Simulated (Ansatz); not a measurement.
The cluster CdO₂, relaxed as a singlet with RKS r2SCAN-D4/def2-TZVP in Ansatz, starting from the GFN1-xTB geometry. Force threshold 0.02 eV/Å.

In the def2 sets Cd takes a core potential; there is no spin–orbit coupling. The structure holds 1 bond(s) between oxygen atoms. The restricted singlet is unstable: a solution with broken spin symmetry lies lower. An occupied level of the charge 0 singlet lies above an empty one (by up to 0.19 eV), so this SCF solution is probably not the lowest. At r2SCAN-D4/def2-TZVP a triplet of charge 0 lies 1.49 eV below the restricted singlet, each at its own geometry. The structure comes from a short search, and lower isomers may exist.

Start:

```xyz
3

Cd   -0.270    0.179   -1.709
O    -0.024   -0.552    1.259
O     0.294    0.373    0.450
```

Q: Estimate the energy that the relaxation releases and the steps that it takes.

A: 0.3 kcal/mol, in 6 steps; 11 s on 4 threads of Arm Neoverse V1 on a shared host. No frequencies were taken in this run, so the end may be a saddle point.

Q: Does the start keep its bonding and symmetry?

A: By distances, no bond broke or formed. The bond that changes most is Cd1–O3, from 2.24 to 2.30 Å (atoms count from 1). Point group Cs at the start, Cs at the end, both within 0.05 Å.

Q: Predict the relaxed structure.

A: 
```csv
atom,x (Å),y (Å),z (Å)
Cd1,-0.2724,0.1978,-1.7669
O2,-0.0086,-0.5421,1.3071
O3,0.2810,0.3443,0.4598
```
Bond lengths: 1 × Cd–O 2.30 Å; 1 × O–O 1.26 Å.
